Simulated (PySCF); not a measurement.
hydrogen selenide cation (H₂Se), SMILES [SeH2] (connectivity only; charge and spin as stated), charge +1, multiplicity 2.

Geometry optimised at B3LYP-D3(BJ)/def2-TZVPD. The spin state was assumed, not searched.

Two levels are set side by side: PBE/def2-TZVPD (PySCF) and B3LYP/def2-TZVPD (PySCF). Same geometry, gas phase. Differences are taken from unrounded values.

```tsv
quantity	B3LYP	PBE	PBE minus B3LYP
α-spin orbital gap (eV)	8.82	7.10	-1.72
β-spin orbital gap (eV)	4.97	3.17	-1.80
mean polarisability (bohr³)	20.3	20.4	0.1
```

Rough cost on one machine, each run with all the roots and properties that it gave: B3LYP against PBE about 1/2.
